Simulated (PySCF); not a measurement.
GaF3, SMILES [F][Ga]([F])[F].

Geometry optimised at B3LYP-D3(BJ)/def2-SVP. The isomer is the one that the SMILES or the coordinates give; other isomers of the formula were not compared.

Method: B3LYP-D3(BJ)/def2-SVP (PySCF).

Frequencies are harmonic and unscaled.

Modes within 1.5 cm⁻¹ of each other (mostly degenerate sets) share a row, with their intensities summed.

| mode | ν (cm⁻¹) | IR (km/mol) | Raman (Å⁴/amu) | depolarisation | moving atoms (share of kinetic energy) |
|---|---|---|---|---|---|
| 1–2 | 186 | 59.3 | 1.8 | 0.75 | F 84 %, Ga 16 % |
| 3 | 200 | 55.5 | 0.0 | – | F 55 %, Ga 45 % |
| 4 | 672 | 0.0 | 9.6 | 0.06 | F 100 % |
| 5–6 | 768 | 154.6 | 3.2 | 0.75 | F 71 %, Ga 29 % |
